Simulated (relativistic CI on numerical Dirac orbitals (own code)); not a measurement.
## V⁴⁺ in a cubic cluster: 2p photoemission with charge transfer

Computed with a charge-transfer multiplet model of a cubic metal-ligand cluster with up to 2 ligand holes, Slater and spin-orbit integrals from Dirac-Coulomb-Breit ions, Slater integrals scaled by 0.9. The ground state mixes d1 with configurations of k ligand holes L, whose averages lie at kΔ + k(k − 1)U_dd/2; a core hole lowers each added d electron by U_cd. 20 K, Lorentzian 0.6 eV and Gaussian 0.8 eV FWHM.

Atomic integrals in eV (Slater integrals scaled, ζ unscaled), ground: F2dd 9.064, F4dd 5.680, zeta_d 0.029; with the core hole: F2dd 9.064, F4dd 5.680, zeta_d 0.047, zeta_core 4.606, F2cd 6.737, G1cd 5.189, G3cd 2.951. Where a configuration has fewer than two d electrons, the dd integrals are those of d2.

Cluster parameters (eV): Δ = -0.4, U_cd = 6.7, 10Dq = 1.85, 10Dq(ligand) = 0.8, V(eg) = 3.3, V(t2g) = -1.56, final-state hopping factor = 1.

```csv
Case,n_d,d1,d2L,d3L2,S
U_dd = 4.6 eV,2.00,0.23,0.55,0.22,0.50
U_dd = 5.3 eV,1.97,0.24,0.55,0.21,0.50
U_dd = 6 eV,1.95,0.24,0.56,0.20,0.50
```

Weights, n_d and S are thermal averages at 20 K. Binding energies count from the first peak over 30 % of the highest in each spectrum, which can be another peak from case to case. The parameters are a model scan and need not match a compound or its usual spin state. Peaks in eV (height, largest 100):
- U_dd = 4.6 eV: 0.0 (100), 4.5 (12), 7.4 (30), 15.5 (8)
- U_dd = 5.3 eV: 0.0 (100), 4.7 (12), 7.4 (30), 15.4 (8)
- U_dd = 6 eV: 0.0 (100), 7.4 (30), 15.5 (8)

Curve for U_dd = 4.6 eV (points under 2 left out, the grid thinned):

E (eV), Intensity and a bar:
```
     -3.6        2.0 
     -3.1        2.8 
     -2.5        4.6 #
     -2.0        8.4 ##
     -1.4       24.6 #######
     -0.9       58.3 ##################
     -0.4       91.7 #############################
      0.2       95.8 ##############################
      0.7       65.7 ####################
      1.2       35.1 ###########
      1.8       19.5 ######
      2.3       12.8 ###
      2.9       10.2 ###
      3.4       10.1 ###
      3.9       11.3 ###
      4.5       12.3 ###
      5.0       12.2 ###
      5.6       13.5 ####
      6.1       17.5 #####
      6.6       24.0 #######
      7.2       29.6 #########
      7.7       29.3 #########
      8.2       29.0 #########
      8.8       25.5 ########
      9.3       17.5 #####
      9.9       10.2 ###
     10.4        8.1 ##
     10.9        7.3 ##
     11.5        6.9 ##
     12.0        6.3 #
     12.6        5.3 #
     13.1        4.8 #
     13.6        4.5 #
     14.2        4.9 #
     14.7        6.2 #
     15.3        7.6 ##
     15.8        7.4 ##
     16.3        6.3 #
     16.9        4.3 #
     17.4        3.0 
     17.9        2.2 
     22.8        2.8 
     23.3        3.7 #
     23.9        3.1 
     24.4        2.1
```

For the case U_dd = 6 eV, Δ = -0.4 eV is smaller than U_dd = 6 eV, the charge-transfer side of the Zaanen-Sawatzky-Allen scheme (negative Δ: between configuration averages a ligand hole costs less than the nominal valence; multiplet and field energies can change this for the lowest states). With the core hole the average of the configuration with one ligand hole lies at Δ − U_cd = -7.1 eV before mixing: the effective hopping of about 6.9 eV (from the holes of the mixed ground state) is comparable with this gap or larger, so the configurations mix strongly.

With at most 2 ligand holes the space is cut while the next configuration still counts, so covalency is underestimated, and a final configuration with one more ligand hole, which can lie low, is missing from the spectra.
